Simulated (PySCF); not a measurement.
Coordinates in bohr (charge 0 multiplicity 1):
```
Cr    0.0000    0.0000   -0.3456
O     2.8668    0.0000    0.3762
O    -1.4334    2.4827    0.3762
O    -1.4334   -2.4828    0.3762
```

All numbers come from PySCF, B3LYP, basis Cr def2-SVP, O def2-SVP (no relativity, density fitting).

This geometry of CrO₃ is a stationary point at this level.

(1) What is the point group?

(2) Is it a minimum?

(3) Which band is strongest in the infrared?

(4) Give the ideal-gas entropy at 298.15 K and 1 bar by parts.

(5) What is the atomisation energy, with and without zero-point energy?

Results:

(1) C3v.

(2) Yes: all harmonic wavenumbers are real.

(3) 1119 cm⁻¹ (e), 369 km/mol.

(4) translation 166.3, rotation 92.8, vibration 16.8, spin 0.0; total 275.9 J/(mol K).

(5) 1335 kJ/mol without, 1310 kJ/mol with.

This need not be the most stable arrangement of these atoms.
